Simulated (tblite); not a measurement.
Parent: `[CH2:1]=[CH:2][C@H:3]([F:4])[C:5]#[C:6][CH3:7]` with C1–C2–C3–F4 -136°, C6H7F.

Structures optimised with GFN2-xTB, isolated species. One conformer each, not checked by frequencies here.

```json
{"coordinate of the parent": "C1=C2", "value": "1.319 Å"}
{"coordinate of the parent": "C2–C3", "value": "1.503 Å"}
{"coordinate of the parent": "C3–F4", "value": "1.392 Å"}
{"coordinate of the parent": "C3–C5", "value": "1.455 Å"}
{"coordinate of the parent": "C5≡C6", "value": "1.199 Å"}
{"coordinate of the parent": "C6–C7", "value": "1.444 Å"}
{"coordinate of the parent": "C1–C2–C3", "value": "123.9°"}
{"coordinate of the parent": "C2–C3–F4", "value": "109.3°"}
{"coordinate of the parent": "C2–C3–C5", "value": "109.8°"}
{"coordinate of the parent": "F4–C3–C5", "value": "109.7°"}
{"coordinate of the parent": "C3–C5–C6", "value": "177.1°"}
{"coordinate of the parent": "C5–C6–C7", "value": "178.2°"}
```

Task: How does the shared frame change in `[CH2:1]=[CH:2][C@@:3]([F:4])([C:5]#[C:6][CH3:7])[CH:8]([F:9])[F:10]` with C1–C2–C3–F4 -1°, C2–C3–C8–F9 -70°, C7H7F3? Atoms pair as C1 = C1, C2 = C2, C3 = C3, F4 = F4, C5 = C5, C6 = C6, C7 = C7 (parent first).

Result: 
```json
{"parent": "C1=C2", "relative": "C1=C2", "value in the relative": "1.318 Å", "change": "-0.001"}
{"parent": "C2–C3", "relative": "C2–C3", "value in the relative": "1.507 Å", "change": "+0.004"}
{"parent": "C3–F4", "relative": "C3–F4", "value in the relative": "1.390 Å", "change": "-0.002"}
{"parent": "C3–C5", "relative": "C3–C5", "value in the relative": "1.457 Å", "change": "+0.002"}
{"parent": "C5≡C6", "relative": "C5≡C6", "value in the relative": "1.199 Å", "change": "0.000"}
{"parent": "C6–C7", "relative": "C6–C7", "value in the relative": "1.441 Å", "change": "-0.003"}
{"parent": "C1–C2–C3", "relative": "C1–C2–C3", "value in the relative": "123.8°", "change": "-0.1"}
{"parent": "C2–C3–F4", "relative": "C2–C3–F4", "value in the relative": "111.1°", "change": "+1.8"}
{"parent": "C2–C3–C5", "relative": "C2–C3–C5", "value in the relative": "110.8°", "change": "+1.0"}
{"parent": "F4–C3–C5", "relative": "F4–C3–C5", "value in the relative": "109.3°", "change": "-0.4"}
{"parent": "C3–C5–C6", "relative": "C3–C5–C6", "value in the relative": "178.7°", "change": "+1.6"}
{"parent": "C5–C6–C7", "relative": "C5–C6–C7", "value in the relative": "179.0°", "change": "+0.8"}
```

Of the parent's bonds, C2–C3 and C6–C7 change most and about equally (-0.003 to +0.004 Å). Bonds of the relative outside the shared frame: C3–C8 1.549, C8–F9 1.351, C8–F10 1.350 Å. Point group C1 → C1.

Task: How does the shared frame change in `[CH2:1]=[CH:2][C@@:3]([F:4])([C:5]#[C:6][CH3:7])[CH2:8][CH3:9]` with C1–C2–C3–F4 1°, C2–C3–C8–C9 180°, C8H11F? Atoms pair as C1 = C1, C2 = C2, C3 = C3, F4 = F4, C5 = C5, C6 = C6, C7 = C7 (parent first).

Result: 
| parent | relative | value in the relative | change |
| --- | --- | --- | --- |
| C1=C2 | C1=C2 | 1.319 Å | 0.000 |
| C2–C3 | C2–C3 | 1.509 Å | +0.006 |
| C3–F4 | C3–F4 | 1.396 Å | +0.004 |
| C3–C5 | C3–C5 | 1.458 Å | +0.003 |
| C5≡C6 | C5≡C6 | 1.199 Å | 0.000 |
| C6–C7 | C6–C7 | 1.445 Å | +0.001 |
| C1–C2–C3 | C1–C2–C3 | 124.6° | +0.7 |
| C2–C3–F4 | C2–C3–F4 | 109.5° | +0.2 |
| C2–C3–C5 | C2–C3–C5 | 108.7° | -1.1 |
| F4–C3–C5 | F4–C3–C5 | 108.8° | -0.9 |
| C3–C5–C6 | C3–C5–C6 | 178.3° | +1.2 |
| C5–C6–C7 | C5–C6–C7 | 178.8° | +0.6 |

Of the parent's bonds, C2–C3 changes most (+0.006 Å). Bonds of the relative outside the shared frame: C3–C8 1.540, C8–C9 1.524 Å. Point group C1 → C1.

The numbers are calculated, not measured.
